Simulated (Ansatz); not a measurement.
A nudged elastic band was laid between two geometries of AlH5N2 + H3P (12 atoms, charge 0, multiplicity 1).

Theory: RKS LDA/def2-SVP in Ansatz.

```
movable images  : 5
climbing image  : yes
spring          : 5.0 eV/Å²
optimiser       : quadratic models (default)
start path      : through a guess of the saddle point
force threshold : 0.05 eV/Å
iteration limit : 60
end points      : relaxed
```

First end point:

```xyz
12
Properties=species:S:1:pos:R:3
Al 0.147 -0.417 -0.157
H 0.154 -1.346 1.138
N 1.659 -0.085 -1.025
H 2.571 -0.439 -0.722
H 1.758 0.459 -1.886
N -1.374 0.299 -0.729
H -2.278 0.140 -0.275
H -1.488 0.932 -1.526
P -0.303 2.652 0.967
H 0.583 3.356 1.879
H 0.819 1.980 0.335
H -0.483 1.578 1.914
```

Last end point:

```xyz
12
Properties=species:S:1:pos:R:3
Al 0.131 0.868 -0.392
H -0.792 -0.191 1.568
N 1.655 0.088 -0.845
H 1.754 -0.803 -1.339
H 2.574 0.495 -0.656
N -1.417 0.074 -0.754
H -1.562 -0.837 -1.196
H -2.316 0.514 -0.537
P 0.023 2.937 0.664
H 1.138 2.564 1.507
H 0.907 3.523 -0.318
H -0.330 -0.124 2.210
```

(1) What changes between the two ends?

(2) What energy profile does the band end with?

(3) What is the geometry of the highest image?

## Answers

(1) Bonds broken: Al1–H2, P9–H12. Bonds formed: Al1–P9, H2–H12. AlH5N2 + H3P becomes AlH6N2P + H2.

(2) The run converged. The highest image is number 3 of 0 to 6, 15.5 kcal/mol above the first end and 19.6 kcal/mol above the last; the last end lies 4.1 kcal/mol below the first. The profile has 2 maxima (images 1, 3) with wells between them (image 2): this band takes more than one step, which may be the mechanism or a detour left from its start path. A vibrational analysis at the climbing image gives one clearly imaginary mode, 705i cm⁻¹: a first-order saddle point. The orbitals stay closed-shell, which can raise the energy where a bond breaks towards radicals; this wasn't checked here.

```json
{"image": "0", "path coordinate (Å)": "0.00", "energy (kcal/mol)": "0.0", "Al1–H2 (Å)": "1.59", "P9–H12 (Å)": "1.44", "Al1–P9 (Å)": "3.30"}
{"image": "1", "path coordinate (Å)": "1.73", "energy (kcal/mol)": "2.5", "Al1–H2 (Å)": "1.60", "P9–H12 (Å)": "1.45", "Al1–P9 (Å)": "3.41"}
{"image": "2", "path coordinate (Å)": "3.46", "energy (kcal/mol)": "1.7", "Al1–H2 (Å)": "1.60", "P9–H12 (Å)": "1.45", "Al1–P9 (Å)": "2.91"}
{"image": "3", "path coordinate (Å)": "5.19", "energy (kcal/mol)": "15.5", "Al1–H2 (Å)": "1.72", "P9–H12 (Å)": "1.79", "Al1–P9 (Å)": "2.49"}
{"image": "4", "path coordinate (Å)": "7.63", "energy (kcal/mol)": "-3.9", "Al1–H2 (Å)": "2.42", "P9–H12 (Å)": "3.68", "Al1–P9 (Å)": "2.32"}
{"image": "5", "path coordinate (Å)": "10.08", "energy (kcal/mol)": "-4.1", "Al1–H2 (Å)": "2.61", "P9–H12 (Å)": "4.03", "Al1–P9 (Å)": "2.32"}
{"image": "6", "path coordinate (Å)": "12.53", "energy (kcal/mol)": "-4.1", "Al1–H2 (Å)": "2.41", "P9–H12 (Å)": "3.45", "Al1–P9 (Å)": "2.33"}
```

(3) 
```xyz
12
Properties=species:S:1:pos:R:3:forces:R:3
Al 0.071 0.285 -0.220 -0.01 0.00 0.00
H 0.111 -0.193 1.435 0.00 0.00 0.00
N 1.548 0.068 -1.173 0.01 -0.01 0.00
H 1.890 -0.832 -1.519 0.00 0.00 0.00
H 2.194 0.825 -1.413 0.00 0.00 0.00
N -1.608 0.006 -0.705 0.01 0.00 0.00
H -2.345 -0.355 -0.095 0.00 0.00 0.00
H -1.982 0.277 -1.618 -0.01 0.00 0.00
P 0.509 2.578 0.648 0.01 -0.01 0.00
H -0.502 2.920 1.608 0.00 0.00 0.00
H 1.601 2.572 1.583 0.00 0.00 0.00
H 0.277 0.958 1.383 -0.01 0.01 0.00
```

Run time: 2.9 min on 2 threads of Arm Neoverse V2, with other jobs on the host, peak memory 0.14 GiB.
